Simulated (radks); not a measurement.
Question: These are the eigenvalues of the occupied orbitals of an atom or ion with whole-number occupations (hartree). Calculated with a radial shooting solver on a logarithmic mesh with Libxc functionals: scalar-relativistic Kohn-Sham, r2SCAN, spin-polarised, spherical densities, finite nucleus; meta-GGA in the generalised Kohn-Sham scheme; Fermi nuclear charge, rms radius of each element as measured or else 0.836 A^(1/3) + 0.57 fm.

orbital  eigenvalue
1s down   -769.1219
1s up     -769.1204
2s up     -110.6985
2s down   -110.6634
2p up     -99.03476
2p down   -99.00947
3s up     -19.95819
3s down   -19.94811
3p up     -16.09614
3p down   -16.08244
3d up      -9.86845
3d down    -9.84079
4s up      -3.41840
4s down    -3.26352
4p up      -2.36835
4p down    -2.19619
4d up      -0.88723

Which element is it, and in what charge state? The configuration may be excited. Open shells, if any, are filled with parallel spins first.

Answer: Z = 43, technetium, charge +2: Tc2+ in [Kr] 4d5. The list shows which subshells hold electrons but not how many an open one holds; the 1s level, -769.12 hartree, gives Z - s = 39.2 by -(Z - s)^2/2, which with screening and relativity narrows Z to a few neighbours, and the depths of the outer levels then fix element, charge and occupations together.
